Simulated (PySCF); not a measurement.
## Nuclear quadrupole coupling in `[SiH3]c1pccs1`

C3H5PSSi.
Structure used (GFN2-xTB), in Å, numbered top down from 1:
```
atom  x, y, z in Å
Si1   -2.2938   -0.0050    0.0732
C2    -0.4126   -0.0870    0.0265
P3     0.5400   -1.4495    0.4598
C4     2.0746   -0.6320    0.1449
C5     2.0137    0.6487   -0.2835
S6     0.4496    1.3249   -0.4676
H7    -2.6979    0.9158    1.1390
H8    -2.7687   -1.3613    0.3300
H9    -2.7688    0.5057   -1.2146
H10    3.0172   -1.1370    0.2878
H11    2.8521    1.2791   -0.5214
```

Field gradients from the PBE0/pcSseg-1 density (PySCF, non-relativistic), principal values in atomic units, ordered |Vxx| ≤ |Vyy| ≤ |Vzz|:

```tsv
atom	Vxx	Vyy	Vzz
S6	-0.5232	-1.2474	1.7706
```

Q: Find the asymmetry η = (Vxx − Vyy)/Vzz and the couplings χ = eQV/h (234.96 MHz × Q in barn × V in au), with Q(33S) = −0.0678 b.

A: 
```csv
atom,environment,nucleus,η,χzz (MHz),χxx (MHz),χyy (MHz)
S6,thiophene-type sulfur,33S,0.41,-28.21,8.33,19.87
```

The tensor is traceless: Vxx + Vyy + Vzz = 0.

Q: What is Vzz at S6 in SI units (1 au = 9.71736 × 10²¹ V/m²)?

A: 1.7706 au = 17.205 × 10²¹ V/m².

Q: What couplings would deuterons (Q(2H) = 0.00286 b) have in place of the hydrogens, at this geometry?

A: 
| atom | bonded to | bond length (Å) | Vzz (au) | η | χzz (kHz) |
| --- | --- | --- | --- | --- | --- |
| H7 | Si1 | 1.465 | 0.1607 | 0.02 | 108 |
| H8 | Si1 | 1.460 | 0.1642 | 0.02 | 110 |
| H9 | Si1 | 1.465 | 0.1609 | 0.02 | 108 |
| H10 | C4 | 1.079 | 0.3349 | 0.06 | 225 |
| H11 | C5 | 1.076 | 0.3373 | 0.08 | 227 |

Isolated species at its GFN2-xTB geometry, gas phase. GFN2-xTB bond lengths can be off by several hundredths of an ångström, more for odd bonds, and the gradients follow them. The small basis limits the accuracy of the gradients.

The run behind these numbers computed NMR shieldings as well. On one thread, Arm Neoverse V1 (aarch64), shared host with 64 logical CPUs at a one-minute load of 57, this took 15 s of wall time and 0.70 GiB of memory at its peak.
